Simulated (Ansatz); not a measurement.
```yaml
crystal:
  periodic: [false, false, false]
  atoms:
    - {symbol: C, position_ang: [-0.414561, -1.867380, 1.178823]}
    - {symbol: N, position_ang: [-0.769130, -1.572860, -0.194247]}
    - {symbol: Zr, position_ang: [-0.467020, 0.028795, -1.357325]}
    - {symbol: Cl, position_ang: [0.810900, -0.624252, -3.246904]}
    - {symbol: Cl, position_ang: [-2.569613, 0.881496, -2.051606]}
    - {symbol: O, position_ang: [0.464650, 1.257716, -0.270250]}
    - {symbol: C, position_ang: [1.149011, 2.304670, 0.347400]}
    - {symbol: H, position_ang: [-1.299023, -2.054213, 1.798010]}
    - {symbol: H, position_ang: [0.117424, -1.018579, 1.612954]}
    - {symbol: H, position_ang: [0.242339, -2.741225, 1.252625]}
    - {symbol: H, position_ang: [-1.265848, -2.350992, -0.618020]}
    - {symbol: H, position_ang: [2.094533, 2.494821, -0.168076]}
    - {symbol: H, position_ang: [0.544463, 3.215714, 0.327924]}
    - {symbol: H, position_ang: [1.361876, 2.046279, 1.388674]}
basis:
  gaussian: {orbitals: def2-TZVP, fitting: {mean_field: cc-pVTZ-jkfit}}
hamiltonian: {xc: {name: HF}, pseudopotentials: {relativity: scalar}}
output: {forces: true}
```

```sh
$ ansatz run in.yaml --threads 2 --pin off --events-out ev --progress --plain --max-ram 32768MiB --backend cpu
```

(1) How does Ansatz answer? (Estimate.)

Answers

(1) Ansatz gave: The input was rejected before any iteration.
```
Functional definition: HF
Error: <dir> the basis set cc-pVTZ-JKFIT has no functions for Zr
```
